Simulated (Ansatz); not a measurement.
## Pulling the pair apart

The pair of K⁺ (SMILES [K+], atom 1) and C2H2 (SMILES C#C, atoms 2–5), both closed shells, in one local arrangement (a lower one may exist), relaxed at PBE0-D4/def2-TZVP:

```
5
angstrom
K 0.0039 -0.3096 -2.4800
C -0.0500 -0.5210 0.6544
C 0.0482 0.6659 0.5063
H -0.1374 -1.5650 0.8651
H 0.1353 1.7297 0.4541
```

C2H2 is shifted rigidly along the line between the mean atom positions of the two fragments (negative: closer). Counterpoise interaction energies in kJ/mol. Computed with Ansatz 0.2.0 (basis: def2-TZVPPD); correlated methods freeze the cores. The outer core shell of Li, Na, Mg and K is correlated. The def2 sets are not built for correlating such inner shells, so the correlated values are less sure here. B3LYP uses VWN-RPA correlation.

| shift (Å) | PBE0-D4 | PBE-D4 | B3LYP-D4 |
| --- | --- | --- | --- |
| -0.31 | -33.3 | -33.1 | -31.1 |
| -0.16 | -39.4 | -39.2 | -38.0 |
| 0.00 | -40.9 | -40.9 | -40.1 |
| 0.16 | -40.0 | -40.2 | -39.7 |
| 0.38 | -39.5 | -40.1 | -42.1 |
| 0.79 | -34.1 | -34.8 | -38.6 |
| 1.57 | -19.7 | -19.7 | -21.6 |
| 3.14 | -7.2 | -7.0 | -7.4 |

(1) What does CCSD(T) give at these shifts? (Judge from chemistry; the value comes from the calculation.)

T1 diagnostic: at most 0.010.

Results:

(1) The calculation gives: -26.4, -33.5, -35.8, -35.4, -32.6, -25.5, -14.9, -6.1 kJ/mol. For zero shift, CCSD(T) at an estimated basis limit (MP2 extrapolated from triple and quadruple zeta, plus CCSD(T) − MP2 in triple zeta) gives -39.9 kJ/mol. These are counterpoise interaction energies, counted from the two frozen fragments.

For scale, one of the runs: CCSD(T)/def2-TZVPPD, 144 basis functions, launched by `ansatz run in.yaml --threads 2 --pin off --events-out ev --progress --plain --max-ram 5222MiB`. Time: 13 s of wall clock on 2 CPU threads of an Arm Neoverse V1; the host was shared. Peak host memory: 0.87 GiB.
